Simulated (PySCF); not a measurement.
# Spin–spin coupling constants

Geometry (Å), atoms numbered from 1 in this order:
```xyz
11

C     3.406   -0.603    0.212
C     2.436    0.122    0.064
B     1.246    1.047   -0.122
C    -0.167    0.522   -0.162
C    -1.320    0.114   -0.195
C    -2.682   -0.375   -0.242
H     4.262   -1.241    0.342
H     1.446    2.234   -0.240
H    -2.879   -0.848   -1.217
H    -3.413    0.437   -0.105
H    -2.855   -1.138    0.534
```

Indirect spin–spin couplings were computed at B3LYP/pcJ-1 (spin–dipole term only in couplings to heteroatoms) (PySCF 2.14) on a PBE0-D3(BJ)/def2-SVP structure, for the isolated molecule, without vibrational or relativistic corrections. Couplings are averaged over pairs made equivalent by symmetry, fast rotation or ring inversion, so a value needn't be that of the named pair in this geometry, while other rotamers aren't included; one pair stands for each set, and the list holds a selection of those of at least 0.8 Hz over up to four bonds.

Isotopes: ¹³C, ¹H, ¹¹B.

```
   pair  bonds  J (Hz)
 C1, C2      1       ?
 C1, H7      1       ?
 C2, B3      1   102.5
 B3, C4      1   106.8
 B3, H8      1   145.8
 C4, C5      1   162.9
 C5, C6      1    72.4
 C6, H9      1   138.8
 C1, B3      2    20.4
 C2, C4      2     3.1
 C2, H7      2    45.5
 B3, C5      2    21.3
 C4, C6      2    10.2
 C5, H9      2       ?
H9, H10      2       ?
 C1, C4      3     2.3
 C1, H8      3     3.9
 C2, C5      3       ?
 B3, C6      3     1.6
 B3, H7      3       ?
 C4, H9      3     4.2
 C5, H8      3       ?
 C1, C5      4     1.9
 C4, H7      4    -1.6
 C6, H8      4       ?
 H7, H8      4    -2.6
```

Estimate the withheld couplings, with signs.

Results:


- ¹J(C1,C2) = 162.2 Hz (bond length 1.220 Å)
- ¹J(C1,H7) = 264.6 Hz (bond length 1.075 Å, sp carbon)
- ²J(C5,H9) = -10.9 Hz
- ²J(H9,H10) = -18.7 Hz (mean over equivalent pairs that range from -21.0 to -16.1 Hz in this conformer)
- ³J(C2,C5) = 2.3 Hz
- ³J(B3,H7) = 3.6 Hz
- ³J(C5,H8) = 3.8 Hz
- ⁴J(C6,H8) = -1.1 Hz
